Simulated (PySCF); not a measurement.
Isomers of C5H9ClO2. Method used: TDDFT CAM-B3LYP/def2-SVPD, vertical, gas phase, core orbitals frozen in the response in PySCF 2.14.0, density-fitted response routines. Geometries: PBE0-D3(BJ)/def2-SVP; one conformer of each isolated species.

A. `CC(C)(Cl)CC(=O)O`
B. `C=C(Cl)COCCO`
C. `CC(=O)O[C@H](C)CCl`
D. `ClC[C@@H]1CCOCO1`

Lowest singlet levels (six at most, fewer where fewer were computed) with oscillator strengths:

1. 7.49 eV (f 0.004); 7.57 eV (f 0.006); 7.86 eV (f 0.001); 7.94 eV (f 0.021); 8.28 eV (f 0.006); 8.37 eV (f 0.035)
2. 5.91 eV (f 0.000); 7.14 eV (f 0.000); 7.19 eV (f 0.000); 7.71 eV (f 0.077); 8.20 eV (f 0.004); 8.24 eV (f 0.039)
3. 6.69 eV (f 0.000); 6.83 eV (f 0.279); 7.21 eV (f 0.001); 7.40 eV (f 0.035); 7.47 eV (f 0.009); 7.60 eV (f 0.019)
4. 5.94 eV (f 0.001); 7.40 eV (f 0.003); 7.51 eV (f 0.007); 7.83 eV (f 0.015); 8.13 eV (f 0.131); 8.24 eV (f 0.002)

Question: Which spectrum belongs to which structure?

Answer: 1 = D, 2 = A, 3 = B, 4 = C.
- A: S1 at 5.91 eV, HOMO-2→LUMO (26%), HOMO→LUMO (24%), HOMO-2→LUMO+1 (20%); Löwdin shares by element: HOMO (one of a set within 0.03 eV) chlorine 50%, oxygen 24% or more, carbon 13% or more; LUMO oxygen 38%, carbon 37% or more (atoms not listed hold the other 26%); HOMO -9.87 and LUMO 0.82 eV.
- B: S1 at 6.69 eV, HOMO→LUMO+2 (58%), HOMO→LUMO+3 (16%); Löwdin shares by element: HOMO carbon 66% or more, chlorine 26%; LUMO carbon 59% or more, chlorine 12%, hydrogen 7% or more (atoms not listed hold the other 22%); HOMO -8.86 and LUMO 0.79 eV.
- C: S1 at 5.94 eV, HOMO→LUMO+1 (57%), HOMO→LUMO+2 (10%), HOMO-2→LUMO+1 (9%); Löwdin shares by element: HOMO oxygen 58%, chlorine 17%, carbon 6% or more (atoms not listed hold the other 19%); LUMO carbon 32% or more, chlorine 10% (atoms not listed hold the other 58%); HOMO -9.63 and LUMO 1.08 eV.
- D: S1 at 7.49 eV, HOMO-2→LUMO+1 (64%), HOMO-2→LUMO (18%); Löwdin shares by element: HOMO oxygen 62%, carbon 18% or more (atoms not listed hold the other 19%); LUMO carbon 20% or more, chlorine 13%, oxygen 8% or more (atoms not listed hold the other 59%); HOMO -9.48 and LUMO 1.35 eV.
A and C have S1 within 0.04 eV of each other; their strongest listed levels stand at 7.71 eV (f 0.077) and 8.13 eV (f 0.131).

Without π bonds the low states are Rydberg-like; a valence basis with one diffuse set may place them up to an eV too high.
